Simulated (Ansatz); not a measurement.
Program: Ansatz 0.2.0.

A structure relaxed at PBE0-D4/def2-TZVP, charge 0, multiplicity 1:

| atom | x (Å) | y (Å) | z (Å) |
| --- | --- | --- | --- |
| Cl1 | 0.333 | -2.192 | -1.426 |
| C2 | 0.194 | -0.759 | -0.516 |
| C3 | 1.005 | 0.214 | -0.147 |
| Ge4 | -0.774 | 0.509 | 0.524 |
| H5 | 2.044 | 0.490 | -0.266 |
| H6 | -1.104 | 0.215 | 1.989 |
| H7 | -1.697 | 1.522 | -0.158 |

**Question.** Give its formula and SMILES.

**Answer.** C2H3ClGe, `Cl[C]1=[CH][GeH2]1`.

**Question.** Point group (tolerance 0.08 Å, 0.16 Å for H)?

**Answer.** Cs.

**Question.** Summarise the bond lengths by kind.

**Answer.** 1 × C–Cl 1.703 Å; 1 × C–C 1.319 Å; 2 × C–Ge 1.904 to 1.924 Å; 1 × C–H 1.082 Å; 2 × Ge–H 1.531 Å.
